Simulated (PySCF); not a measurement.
Structure elucidation problem

Molecular formula: C6H16Si2. Simulated spectra:

1H NMR (300 MHz, computed): δ 5.36 (q, 1H), 4.17 (d, 3H), 3.95 (t, 3H), 2.52 (sept, 1H), 1.87 (q, 2H), 1.12 (d, 6H).

13C{1H} NMR (computed): δ 177.6 (C), 114.6 (CH), 42.5 (CH), 23.4 (CH3, 2C), 18.1 (CH2).

[PySCF 2.14: σ from GIAO-PBE0/pcSseg-1; geometry from GFN2-xTB; fast rotation and ring inversion assumed for equivalent nuclei; no solvent model; relativity neglected; single conformer]

References, each an isolated molecule treated in the same way: 1H and 13C vs TMS.

What is the structure?

## Answers


The formula gives 1 degree of unsaturation (no ring in the answer). 5 carbon signals for 6 carbons: some carbons are equivalent by symmetry or fast rotation. Carbon types of the structure: 1 × C, 2 × CH, 1 × CH2, 2 × CH3, leaving 6 H on heteroatoms. δC 177.6: fully substituted alkene carbon. δC 114.6: alkene CH; an sp2 carbon of a C=C bond. δC 42.5: allylic sp3 CH; saturated and bonded to C and H only. δC 23.4: methyl carbon; a saturated carbon with 1 carbon neighbour and no heteroatom attached. δH 5.36: hydrogen on an alkene CH; olefinic region. δH 2.52: hydrogen on an allylic sp3 CH; allylic position. δH 1.87: hydrogen on an allylic sp3 CH2 bonded to Si; allylic position.

The compound is SMILES CC(C)/C(=C\[SiH3])C[SiH3].

This is the structure that produced the data.

Shifts are as computed. Against solution values, carbons near 30 ppm lie about +3 ppm off and those near 130 ppm about +5 ppm. Of 1211 compounds with measured shifts, 218 miss one by over three times the rms of a fit or turn the order of signals round; such compounds aren't used in these exercises. No couplings were computed; multiplicities are counted from neighbouring protons, with m where these are inequivalent, close in shift, in a saturated or five-membered ring or joined by F or P, and br s for small geminal =CH2 splittings.
